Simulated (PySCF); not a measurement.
# Ionising TeO

PBE0; PySCF, scalar-relativistic core potentials, basis sets Te def2-SVPD with ECP28, O def2-SVPD. Neutral (UKS): triplet (π ↑↑), Re = 1.851 Å, ωe = 815 cm⁻¹, De = 3.75 eV, HOMO -7.25 eV, LUMO -3.71 eV.

TeO⁻ (UKS): doublet (π ↑), Re = 1.930 Å, ωe = 672 cm⁻¹, De = 3.41 eV to Te⁻ + O. The energies at the minima are -343.05688 hartree for TeO and -343.11934 for TeO⁻.

(1) Work out the adiabatic electron affinity, without and with harmonic zero-point energies (1 hartree = 27.2114 eV, 1 eV = 8065.5 cm⁻¹), and the change of the bond length.

Spin–orbit coupling is left out, which matters for elements this heavy, above all for dissociation energies. For an ion De counts to the pair picked by the measured ionisation energies or electron affinities, which need not be the lowest pair at this level. The highest Kohn–Sham level is positive in this anion. Much of that is self-interaction error, but it also means that the finite basis helps to hold the extra electron. States were picked by a PBE0 search and need not be the measured ground states.

Results:

(1) At PBE0: 0.06246 hartree = 1.700 eV between the minima; the zero-point term (815.0 − 672.0)/2 cm⁻¹ = +0.009 eV makes it 1.708 eV. Re changes by +7.9 pm against the neutral. The electron enters a π orbital; in so polar a molecule the change of length follows mostly from the change of the ionic charges.
